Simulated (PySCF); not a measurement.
## Two-component Hartree-Fock for Rh(20+) (rhodium, charge +20)

Start: [Ar] 3d7; 3d3/2 filled at m_j = -3/2, -1/2, +1/2, +3/2; 3d5/2 filled at m_j = +1/2, +3/2, +5/2. Calculated with PySCF 2.14 in an uncontracted even-tempered set (17 s from 2.3 bohr⁻², ratio 2.8; 12 p from 2.9 bohr⁻², ratio 2.8; 8 d from 2.9 bohr⁻², ratio 2.8; 4 f from 12 bohr⁻², ratio 3): generalised Hartree-Fock with the X2C-1e Hamiltonian and a Gaussian nucleus; one run each with spin-orbit coupling (SO) switched off, then screened by Boettger's factors.

```tsv
spinor shell	electrons	ε, spin-free (eV)	ε, screened SO (eV)	weight of nominal j (screened SO)	rms radius, screened SO (bohr)
1s1/2	2	-24005.1	-24003.3	1.000	0.0374
2s1/2	2	-4115.2	-4114.5	1.000	0.153
2p1/2	2	-3751.0	-3853.9	0.999	0.133
2p3/2	4	-3751.0	-3702.6	1.000	0.137
3s1/2	2	-1235.1	-1234.9	1.000	0.401
3p1/2	2	-1110.6	-1136.0	0.959	0.393
3d3/2	4	-932.32	-936.34	0.731	0.369
3d5/2	3	-932.32	-927.75	0.715	0.372
```

**Question.** Where does 3p3/2 lie, and what is the 3p spin-orbit splitting (screened SO)?

**Answer.** At -1098.5 eV, 37.484 eV above 3p1/2.

| quantity | spin-free | screened SO |
| --- | --- | --- |
| E (hartree) | -4582.72503 | -4583.62717 |
| M_J | 9/2 | 9/2 |
| ⟨J²⟩ | 24.751 | 24.752 |
| ⟨L²⟩ | 12.001 | 12.972 |
| ⟨S²⟩ | 3.750 | 3.410 |

Each row is a mean over spinors that exchange with the open shell spreads, by up to 26.596 eV (3p3/2).

Rows whose weight is well below 1 are mixtures of j = l ± 1/2: exchange outweighs spin-orbit coupling there, and the label is only the starting occupation.

Breit and QED terms are absent; they matter most for the inner s and p1/2 levels.

Densities and radii are taken from the X2C orbitals without a picture-change correction, which distorts them close to the nucleus.

Without spin-orbit coupling the j labels of p, d and f shells carry no meaning; the spin-free column gives the mean over the occupied spinors of each nl shell.
